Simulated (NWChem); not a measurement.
# Si2N2H8O; SMILES N[SiH](N)O[SiH3]

```xyz
13

N      1.0337    -1.8684     0.6187
Si     0.0279    -0.9658    -0.4577
N     -1.5442    -0.9661     0.2811
O      0.3853     0.6684    -0.6915
Si     0.0782     2.0218     0.2470
H      1.0746    -1.6186     1.6098
H      1.9346    -2.2206     0.2890
H      0.2269    -1.5764    -1.8125
H     -1.9229    -1.8477     0.6349
H     -2.2867    -0.3875    -0.1191
H     -1.3721     2.4245     0.1698
H      0.4348     1.7877     1.6930
H      0.9165     3.1498    -0.2825
```
Atoms are numbered in this order, from 1.

Computed with NWChem. Pople sets run with spherical d functions. All runs use the structure optimised with PBE-D3(BJ)/def2-SVP. Level TPSS/6-31G*: energy and gradient; each run changes one setting, and changes count from the defaults (medium grid, exact Coulomb integrals, symmetry on).

Which setting moves the energy most, and by about how much (defaults; Coulomb fitting, Ahlrichs set; Becke weights; coarse grid)?

Coulomb fitting, Ahlrichs set, by about 500 μHa.
```
setting                        size of the energy change (μHa)  largest change of a gradient component (μHa/bohr)
-----------------------------  -------------------------------  -------------------------------------------------
defaults                                                  < 10                                               < 30
Coulomb fitting, Ahlrichs set                              500                                                 70
Becke weights                                             < 10                                                100
coarse grid                                                100                                                600
```
